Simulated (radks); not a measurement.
Values are calculated unless marked as measured or tabulated.
Dy2+, 64 electrons, occupied as [Xe] 4f10. Code: a radial shooting solver on a logarithmic mesh with Libxc functionals. Model: scalar-relativistic Kohn-Sham, r2SCAN, spin-unpolarised, spherical densities, finite nucleus; meta-GGA in the generalised Kohn-Sham scheme; Fermi nuclear charge, rms radius 5.2218 fm.

Normalised radial functions P(r) = r R(r), r in bohr:

| r | 4p | 5s | 4f |
|---|---|---|---|
| 0.001524 | 0.0059 | 0.0632 | 0.0000 |
| 0.002016 | 0.0096 | 0.0778 | 0.0000 |
| 0.002667 | 0.0154 | 0.0946 | 0.0000 |
| 0.003529 | 0.0247 | 0.1131 | 0.0000 |
| 0.004669 | 0.0395 | 0.1320 | 0.0000 |
| 0.006129 | 0.0618 | 0.1484 | 0.0000 |
| 0.008109 | 0.0968 | 0.1593 | 0.0000 |
| 0.01073 | 0.1487 | 0.1584 | 0.0000 |
| 0.0142 | 0.2226 | 0.1379 | 0.0001 |
| 0.01878 | 0.3204 | 0.0898 | 0.0004 |
| 0.02485 | 0.4368 | 0.0098 | 0.0010 |
| 0.03289 | 0.5497 | -0.0957 | 0.0027 |
| 0.04317 | 0.6114 | -0.1980 | 0.0068 |
| 0.05711 | 0.5546 | -0.2544 | 0.0169 |
| 0.07557 | 0.3029 | -0.2014 | 0.0398 |
| 0.09999 | -0.1509 | -0.0126 | 0.0877 |
| 0.1323 | -0.6585 | 0.2405 | 0.1785 |
| 0.175 | -0.8957 | 0.3695 | 0.3302 |
| 0.2316 | -0.5454 | 0.1912 | 0.5455 |
| 0.304 | 0.3237 | -0.2255 | 0.7864 |
| 0.4022 | 1.2418 | -0.5386 | 0.9989 |
| 0.5322 | 1.5533 | -0.3483 | 1.0899 |
| 0.7042 | 1.1702 | 0.2851 | 1.0196 |
| 0.9317 | 0.5706 | 0.8746 | 0.8333 |
| 1.233 | 0.1776 | 1.0228 | 0.6070 |
| 1.631 | 0.0333 | 0.7535 | 0.3981 |
| 2.141 | 0.0036 | 0.3813 | 0.2370 |
| 2.833 | 0.0002 | 0.1220 | 0.1214 |
| 3.748 | 0.0000 | 0.0227 | 0.0517 |
| 4.959 | 0.0000 | 0.0021 | 0.0168 |

4p: eigenvalue -311.15 eV, 2 radial nodes at r = 0.0920, 0.278 bohr, <r> = 0.562 bohr, 90 % of the charge inside 0.817 bohr. 5s: eigenvalue -64.348 eV, 4 radial nodes at r = 0.0256, 0.101, 0.265, 0.628 bohr, <r> = 1.30 bohr, 90 % of the charge inside 1.89 bohr. 4f: eigenvalue -16.704 eV, 0 radial nodes, <r> = 0.864 bohr, 90 % of the charge inside 1.52 bohr.
